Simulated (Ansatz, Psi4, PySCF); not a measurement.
Ca, singlet. Base run: PBE0/cc-pVTZ (PySCF).

Here is a job for PySCF.
```python
from pyscf import gto, scf, dft

mol = gto.Mole()
mol.atom = '''
    Ca    0.000000    0.000000    0.000000
'''
mol.basis = 'cc-pvtz'
mol.charge = 0
mol.spin = 0
mol.verbose = 4
mol.build()

mf = dft.RKS(mol)
mf.xc = 'pbe0'
mf.kernel()
```

The same geometry, method and basis name were run in Ansatz (an electronic-structure program) and Psi4 and PySCF, at each program's defaults and at the settings that a row names. The base is PySCF at its defaults. Differences at the defaults can come from grids, fitting, cores and function types together.

```tsv
code and settings	ΔE vs base (mEh)	basis functions	E (Eh)	SCF cycles
PySCF, defaults (exact integrals, its default grid, spherical functions)	0.000	43	-677.38732	5
Psi4, defaults (density fitting with its default set, its default grid, spherical functions)	-0.039	43	-677.38736	10
Ansatz, defaults (factorised integrals, its default grid, spherical functions)	0.012	43	-677.38731	-
PySCF, density fitting with def2-universal-jkfit	-0.009	43	-677.38733	5
PySCF, fine grid	0.000	43	-677.38732	5
Psi4, exact integrals, spherical functions, fine grid	0.000	43	-677.38732	11
Ansatz, high accuracy	0.000	43	-677.38732	-
```
